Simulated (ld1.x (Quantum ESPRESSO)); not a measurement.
Scattering properties, ultrasoft potential for Pr

praseodymium (Pr), ultrasoft, made with ld1.x (Quantum ESPRESSO) 7.5 (PBEsol, scalar-relativistic). Core [Kr] 4d10, reference 4f3 5s2 5p6 5d1 6s1 6p0. Waves: 5s (bound): rcut 2.00, rcutus 2.44 bohr; 6s (bound): rcut 2.00, rcutus 2.44 bohr; 5p (bound): rcut 2.35, rcutus 2.70 bohr; 6p (bound, empty): rcut 2.35, rcutus 2.70 bohr; 5d (bound): rcut 3.20, rcutus 3.95 bohr; 5d channel at 2.35 Ry: rcut 3.20, rcutus 3.95 bohr; 4f (bound): rcut 1.25, rcutus 1.45 bohr; 4f channel at 4.65 Ry: rcut 1.25, rcutus 1.45 bohr. Local part: all-electron potential smoothed inside 3.55 bohr (lloc = -1). Core correction: Bessel-smoothed model core inside 1.35 bohr. Augmentation charge: PSQ, radius 1.00 bohr.

The phase is arctan(r·u′/u) with u = r·R(r), unwrapped; energies in Ry, scanned from -5 to 5 Ry. A pole is an energy at which the radial function vanishes at the test radius. The pseudo phase is shifted by a multiple of π to meet the all-electron one at the reference energy, and phase errors are pseudo minus all-electron; the curves can meet again beyond the range given. Levels narrower than the energy grid can be missing from the lists of poles.

Problem. For each channel, where are the poles, and over which energies does the pseudopotential scatter like the atom?

Solution.

```
channel  radius (bohr)  reference energy (Ry)  poles, all-electron      poles, pseudo  unbroken range about the reference energy with phases within 0.05 rad  phase error 1 Ry above the reference energy (rad)
      s           4.28                  -0.22           0.55, 3.94         0.55, 3.81                                                              below 1.9                                             -0.000
      p           4.28                  -0.07    -1.48, 1.19, 4.77  -1.48, 1.19, 4.58                                                              below 2.6                                             -0.000
      d           4.28                  -0.10           0.13, 2.44         0.13, 2.44                                                              below 4.0                                             -0.021
      f           4.28                  -0.02    -0.00, 1.70, 4.39  -0.00, 1.78, 4.39                                                              below 0.6                                             +0.102
```

Phases in the d channel:

```json
{"E (Ry)": "-5.00", "all-electron": "1.466", "pseudo": "1.466"}
{"E (Ry)": "-4.74", "all-electron": "1.463", "pseudo": "1.463"}
{"E (Ry)": "-4.48", "all-electron": "1.460", "pseudo": "1.460"}
{"E (Ry)": "-4.22", "all-electron": "1.456", "pseudo": "1.456"}
{"E (Ry)": "-3.96", "all-electron": "1.452", "pseudo": "1.452"}
{"E (Ry)": "-3.70", "all-electron": "1.448", "pseudo": "1.448"}
{"E (Ry)": "-3.44", "all-electron": "1.444", "pseudo": "1.444"}
{"E (Ry)": "-3.18", "all-electron": "1.438", "pseudo": "1.438"}
{"E (Ry)": "-2.92", "all-electron": "1.433", "pseudo": "1.432"}
{"E (Ry)": "-2.66", "all-electron": "1.426", "pseudo": "1.425"}
{"E (Ry)": "-2.40", "all-electron": "1.418", "pseudo": "1.418"}
{"E (Ry)": "-2.14", "all-electron": "1.408", "pseudo": "1.408"}
{"E (Ry)": "-1.88", "all-electron": "1.397", "pseudo": "1.397"}
{"E (Ry)": "-1.62", "all-electron": "1.383", "pseudo": "1.382"}
{"E (Ry)": "-1.36", "all-electron": "1.364", "pseudo": "1.363"}
{"E (Ry)": "-1.10", "all-electron": "1.338", "pseudo": "1.337"}
{"E (Ry)": "-0.84", "all-electron": "1.297", "pseudo": "1.296"}
{"E (Ry)": "-0.58", "all-electron": "1.219", "pseudo": "1.218"}
{"E (Ry)": "-0.32", "all-electron": "0.968", "pseudo": "0.966"}
{"E (Ry)": "-0.06", "all-electron": "-1.082", "pseudo": "-1.082"}
{"E (Ry)": "0.20", "all-electron": "-1.632", "pseudo": "-1.634"}
{"E (Ry)": "0.46", "all-electron": "-1.796", "pseudo": "-1.800"}
{"E (Ry)": "0.72", "all-electron": "-1.996", "pseudo": "-2.005"}
{"E (Ry)": "0.98", "all-electron": "-2.574", "pseudo": "-2.607"}
{"E (Ry)": "1.24", "all-electron": "-3.940", "pseudo": "-3.960"}
{"E (Ry)": "1.50", "all-electron": "-4.406", "pseudo": "-4.410"}
{"E (Ry)": "1.76", "all-electron": "-4.559", "pseudo": "-4.559"}
{"E (Ry)": "2.02", "all-electron": "-4.636", "pseudo": "-4.636"}
{"E (Ry)": "2.28", "all-electron": "-4.687", "pseudo": "-4.687"}
{"E (Ry)": "2.54", "all-electron": "-4.727", "pseudo": "-4.727"}
{"E (Ry)": "2.80", "all-electron": "-4.763", "pseudo": "-4.764"}
{"E (Ry)": "3.06", "all-electron": "-4.803", "pseudo": "-4.803"}
{"E (Ry)": "3.32", "all-electron": "-4.853", "pseudo": "-4.853"}
{"E (Ry)": "3.58", "all-electron": "-4.933", "pseudo": "-4.932"}
{"E (Ry)": "3.84", "all-electron": "-5.108", "pseudo": "-5.102"}
{"E (Ry)": "4.10", "all-electron": "-5.818", "pseudo": "-5.743"}
{"E (Ry)": "4.36", "all-electron": "-7.237", "pseudo": "-7.168"}
{"E (Ry)": "4.62", "all-electron": "-7.577", "pseudo": "-7.549"}
{"E (Ry)": "4.88", "all-electron": "-7.690", "pseudo": "-7.671"}
```
